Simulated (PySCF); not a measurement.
# Tl⁶⁴⁺ (thallium, charge +64) across methods

[Ne] 3s2 3p5, 2P determinant. Calculation: PySCF 2.14, in an even-tempered Gaussian basis (17 s from 18 bohr⁻², ratio 2.5; 12 p from 24 bohr⁻², ratio 2.5; 4 d from 97 bohr⁻², ratio 2.7; 4 f from 150 bohr⁻², ratio 2.7); the spin-free X2C one-electron Hamiltonian (Gaussian nucleus).

```
method   E (hartree)  mean ε 3s β (eV)  mean ε 3p α (eV)  mean ε 3p β (eV)  Σ⟨r²⟩ (bohr²)   ⟨S²⟩
   UHF  -15603.73709           -8062.1           -7463.6           -7449.0         0.2587  0.750
r2SCAN     -15605.93           -7986.1           -7401.8           -7388.6         0.2586  0.750
revPBE     -15606.95           -7977.9           -7395.4           -7383.6         0.2585  0.750
   PBE     -15606.15           -7977.4           -7395.2           -7383.4         0.2586  0.750
   LDA     -15593.42           -7972.6           -7392.3           -7380.5         0.2587  0.750
M06-2X     -15607.10           -8017.4           -7430.8           -7418.6         0.2585  0.750
```

Question: Estimate the same row for PBE0.

Answer: E (hartree) = -15605.74; mean ε 3s β (eV) = -7999.2; mean ε 3p α (eV) = -7412.8; mean ε 3p β (eV) = -7400.4; Σ⟨r²⟩ (bohr²) = 0.2586; ⟨S²⟩ = 0.750.

Spin-orbit coupling, absent here, splits the open shell strongly.
